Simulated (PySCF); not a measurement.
C4H6BNO, SMILES C=C1OC(=C)B1N. Geometry optimised at PBE-D3(BJ)/def2-SVP. This is a generated structure with no PubChem entry under its InChIKey; it may be hypothetical. Other conformers were not sampled.

Level of theory: PBE-D3(BJ)/def2-SVP in PySCF.

Harmonic wavenumbers (cm⁻¹): 112, 205, 219, 260, 352, 460, 514, 582, 611, 665, 687, 697, 710, 739, 811, 814, 853, 912, 1010, 1132, 1184, 1336, 1336, 1441, 1573, 1648, 1742, 3088, 3088, 3193, 3193, 3516, 3616. Rotational constants (GHz): 3.642, 2.586, 1.512; symmetry number 2.

Problem. Work out the zero-point energy and the ideal-gas rigid-rotor harmonic-oscillator thermochemistry at 298.15 K and 1 atm.

Solution. ZPE = ½ Σ hcν = ½ × 42298 cm⁻¹ = 253.00 kJ/mol. H − E(el) = 274.38 kJ/mol. Entropy in J/(mol K): translation 165.53, rotation 109.36, vibration 62.46, total 337.34. G − E(el) = 173.80 kJ/mol. Cp = 122.51 J/(mol K). Modes under 150 cm⁻¹ make the vibrational entropy uncertain.
